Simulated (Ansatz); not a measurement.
Molecule: C2H6BO, net charge 0, doublet state. It need not be the lowest isomer of its formula. 
Coordinates optimised at B3LYP-D3(BJ)/def2-TZVP (Ansatz, a quantum-chemistry and plane-wave program):
SMILES: B(C)([CH2])O
```xyz
10

B      0.0176     0.0472    -0.0069
C      1.5352    -0.2345    -0.0135
C     -1.0479    -1.0933     0.1788
O     -0.4483     1.3287    -0.1666
H      1.9466    -1.2306     0.1092
H      2.2888     0.5391    -0.1404
H     -2.0722    -0.7198     0.1584
H     -0.9440    -1.8534    -0.6026
H     -0.8931    -1.6194     1.1266
H      0.2482     1.9848    -0.2759
```
Charge 0, spin multiplicity 2.

Parts of the frozen-core correlation energy in cc-pwCVTZ (Ansatz, hartree). Frozen orbitals: 4; correlated occupied orbitals by spin: 12 and 11; virtual: 240 and 241. UHF or UKS for open shells. No spin-orbit coupling. No relativistic terms.

```json
[
 {"term": "reference (HF)", "value": "-178.87763"},
 {"term": "MP2 opposite-spin", "value": "…"},
 {"term": "MP2 same-spin", "value": "-0.15487"},
 {"term": "CCSD correlation", "value": "…"},
 {"term": "(T)", "value": "…"},
 {"term": "T1 diagnostic", "value": "0.013"},
 {"term": "largest doubles amplitude", "value": "0.017"},
 {"term": "<S^2> of the reference", "value": "0.760"}
]
```

Problem. What belongs in the gaps?

Solution. 
- MP2 opposite-spin, value: -0.51660
- CCSD correlation, value: -0.70783
- (T), value: -0.02633
